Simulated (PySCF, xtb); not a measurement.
CH2NS, SMILES S=[C]N, multiplicity 2.

Geometry optimised at r2SCAN-D4/def2-TZVP. The isomer is the one that the SMILES or the coordinates give; other isomers of the formula were not compared. One conformer was computed; it need not be the lowest.

Calculation: C-PCM-B3LYP/def2-SVP in PySCF.

The values are the electrostatic part of the solvation free energy, E(continuum) − E(gas) at the gas-phase geometry, in a cavity of scaled van der Waals radii (PySCF's table); cavitation and dispersion terms are not included. The dipole moment in vacuum is 3.68 D.

Computed values in water (ε = 78.36), chlorobenzene (ε = 5.70), 2-propanol (ε = 19.26):
```tsv
solvent	ε	ΔG(elec) (kcal/mol)	dipole (D)
water	78.36	-7.0	5.01
chlorobenzene	5.70	-5.6	4.73
2-propanol	19.26	-6.6	4.94
```

For comparison, GFN2-xTB/ALPB(water) (xtb, at the GFN2-xTB geometry, all terms of that model) gives -5.6 kcal/mol.
